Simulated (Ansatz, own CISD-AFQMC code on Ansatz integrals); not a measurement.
C2H3B, SMILES `BC#C` (charge 0, multiplicity 1).

Cartesian coordinates (Å):
```xyz
6

B     -1.1232     0.1461    -0.3460
C      0.3642    -0.0477    -0.3541
C      1.5637    -0.2034    -0.3631
H     -1.8153    -0.5483    -1.0195
H     -1.6079     0.9939     0.3331
H      2.6185    -0.3406    -0.3714
```
Charge 0, multiplicity 1.

Frozen-core correlation energies in cc-pVDZ at a geometry from B3LYP-D3(BJ)/def2-TZVP, on an HF energy of -102.09575 Ha (<S^2> = 0.00). Wave-function levels are from Ansatz, the walk from an own CISD-AFQMC code on Ansatz integrals (time step 0.005/Ha, trial state from CCSD amplitudes, largest double 0.08).

```csv
level,correlation energy (mHa)
MP2,-328.6
CCSD,-357.4
CCSD(T),-371.8
CCSDT(Q),-373.7
```

What correlation energy does phaseless AFQMC give, and where does it lie among these levels?

-372.7 ± 0.4 mHa (one standard error). AFQMC minus each level: MP2 -44.1 mHa, CCSD -15.3 mHa, CCSD(T) -1.0 mHa, CCSDT(Q) +1.0 mHa.
